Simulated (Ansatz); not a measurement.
Consider the redistribution: `[F][GeH2][SiH3]` + `O[SiH](Cl)[GeH3]` → `O[SiH]([SiH3])[GeH3]` + `[F][GeH2][Cl]`.

Isolated molecules relaxed with PBE0-D4/def2-TZVP in Ansatz; ΔE leaves out vibrations. CCSD(T)/CBS adds triple-zeta CCSD(T) − MP2 to the extrapolated MP2 energy (def2 sets, frozen cores). Functionals use def2-TZVPP. For Ge outer-core shells are correlated without core-valence functions, which leaves a few kJ/mol of doubt a bond. Scalar relativity is left out up to krypton. Each species was taken in one conformer, which may not be the lowest.

`[F][GeH2][SiH3]`:

Z-matrix (Å, degrees):
```
Ge
Si 1 2.384
F 1 1.751 2 106.5
H 1 1.539 2 114.3 3 -115.9
H 1 1.539 2 114.3 3 115.9
H 2 1.487 1 108.6 3 179.8
H 2 1.484 1 109.6 3 60.2
H 2 1.484 1 109.6 3 -60.7
```

`O[SiH](Cl)[GeH3]`:

```xyz
9

O    -0.937   -1.806    0.446
Si   -0.912   -0.347   -0.300
Cl   -2.302    0.924    0.545
Ge    1.199    0.740   -0.131
H    -0.713   -1.844    1.378
H    -1.342   -0.615   -1.690
H     2.295   -0.082   -0.829
H     1.575    0.894    1.353
H     1.138    2.135   -0.772
```

`O[SiH]([SiH3])[GeH3]`:

```xyz
12

O    -1.784   -1.157    0.037
Si   -0.410   -0.413   -0.521
Si   -0.777    1.891   -0.382
Ge    1.519   -1.039    0.742
H    -1.795   -2.116    0.044
H    -0.138   -0.791   -1.942
H     0.436    2.585   -0.895
H    -0.995    2.297    1.032
H    -1.951    2.309   -1.195
H     1.668   -2.573    0.789
H     1.435   -0.532    2.192
H     2.792   -0.460    0.100
```

`[F][GeH2][Cl]`:

Cartesian coordinates in Å:
```
F -1.425 -0.002 0.910
Ge -0.053 0.017 -0.144
Cl 1.665 -0.211 1.099
H -0.014 1.395 -0.805
H -0.174 -1.200 -1.060
```

```
               species  PBE energy (Eh)
     `[F][GeH2][SiH3]`      -2468.85288
    `O[SiH](Cl)[GeH3]`      -2904.34214
`O[SiH]([SiH3])[GeH3]`      -2735.39868
       `[F][GeH2][Cl]`      -2637.78032
```

Q: Work out ΔE.

A: ΔE = (-2735.39868) + (-2637.78032) − (-2468.85288) − (-2904.34214) = 0.01602 Eh = +0.44 eV. CCSD(T)/CBS gives +0.48 eV.

Largest T1 diagnostic among the species: 0.013.
